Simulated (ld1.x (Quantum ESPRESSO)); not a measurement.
Varying the ultrasoft potential for gallium (Ga)

Base potential:

* Element: gallium (Ga)
* Generator: ld1.x (Quantum ESPRESSO) 7.5
* Type: ultrasoft
* Functional: PBE
* Relativity: scalar-relativistic
* Frozen core: [Ar] 3d10
* Valence charge: 3
* Reference configuration: 4s2 4p1
* Partial waves: 4s (bound): rcut 1.65, rcutus 2.10 bohr; 4s channel at 0.45 Ry: rcut 1.65, rcutus 2.10 bohr; 4p (bound): rcut 2.30, rcutus 2.70 bohr; 4p channel at 3.15 Ry: rcut 2.30, rcutus 2.70 bohr
* Local potential: all-electron potential smoothed inside 2.55 bohr (lloc = -1)
* Core correction: a·sin(br)/r model core, default radius (core density twice the valence density)
* Augmentation charge: PSQ, inside the norm-conserving radii

All-electron outer shells of the reference configuration (PBE, scalar-relativistic, ld1.x):

```
shell  level (eV)  outermost node (bohr)  outermost maximum (bohr)
   3p      -98.86                   0.24                      0.56
   3d      -19.15                      –                      0.53
   4s       -8.95                   0.81                      1.90
   4p       -2.58                   0.87                      2.53
```

Cutoffs, loose and tight: the cutoffs (Ry, on a coarse ladder) from which the occupation-weighted sum of valence levels, in a spherical-Bessel basis at the reference potential, stays within 10 and 1 mRy of its value at 400 Ry. They do not see the model core or the augmentation charge, which bear on the density cutoff. Test errors are all-electron minus pseudo excitation energies from the reference, over the configurations 4s2 4p0; 4s1 4p0; 4s2 4p0.5; 4s1 4p1; 4s0 4p3; 4s2 4p1.3; 4s1 4p2. A dash means not determined; rows that change the core or the reference have their own tests. The largest error is taken over the tests solved by every variant that gives reliable tests at all: 4s1 4p0; 4s1 4p1; 4s2 4p0; 4s2 4p0.5.

The default core radius of the base comes out at 1.55 bohr.

```tsv
change	outcome	cutoff, loose	cutoff, tight	bound ghosts	largest test error (meV)
base	generated	6 Ry	8 Ry	none	-187
augmentation PSQ, radius 1.60 bohr	generated	6 Ry	8 Ry	none	-186
waves 4s (bound): rcut 1.24, rcutus 1.32 bohr; 4s channel at 0.45 Ry: rcut 1.24, rcutus 1.32 bohr	failed: chargeps: negative rho	–	–	–	–
functional BP86	generated	6 Ry	8 Ry	none	-194
local potential all-electron potential smoothed inside 1.82 bohr (lloc = -1)	generated	6 Ry	8 Ry	none	-187
all radii but the core radius scaled by about 1.32 (s 2.76, p 3.56 bohr, rcut 2.18/3.02); local potential all-electron potential smoothed inside 3.36 bohr (lloc = -1)	failed: chargeps: negative rho	–	–	–	–
waves 4p (bound): rcut 2.08, rcutus 2.20 bohr; 4p channel at 3.15 Ry: rcut 2.08, rcutus 2.20 bohr	generated	6 Ry	8 Ry	none	-192
core correction a·sin(br)/r model core inside 1.70 bohr	generated	6 Ry	8 Ry	none	-185
local potential all-electron potential smoothed inside 2.05 bohr (lloc = -1)	generated	6 Ry	8 Ry	none	-187
wave 4s channel at 0.45 Ry: rcut 1.65, rcutus 2.10 bohr becomes 4s channel at 0.49 Ry: rcut 1.65, rcutus 2.10 bohr	generated	6 Ry	8 Ry	none	-187
core [Ar], valence charge 13; reference 3d10 4s2 4p0.5; waves now 4s (bound): rcut 1.80, rcutus 2.15 bohr; 4s channel at 0.45 Ry: rcut 1.80, rcutus 2.15 bohr; 4p (bound): rcut 2.00, rcutus 2.20 bohr; 4p channel at 3.15 Ry: rcut 2.00, rcutus 2.20 bohr; 3d (bound): rcut 0.90, rcutus 0.95 bohr; 3d channel at -0.85 Ry: rcut 0.90, rcutus 0.95 bohr; local potential all-electron potential smoothed inside 1.40 bohr (lloc = -1); core correction a·sin(br)/r model core inside 0.90 bohr	generated	180 Ry	300 Ry	none	-220
```

What comes out with this change to the base: type TM; waves now 4s (bound): rc 2.10 bohr; 4p (bound): rc 2.70 bohr; local potential all-electron potential smoothed inside 1.70 bohr (lloc = -2)?

outcome: generated; cutoff, loose: 12 Ry; cutoff, tight: 30 Ry; bound ghosts: none; largest test error (meV): -178.
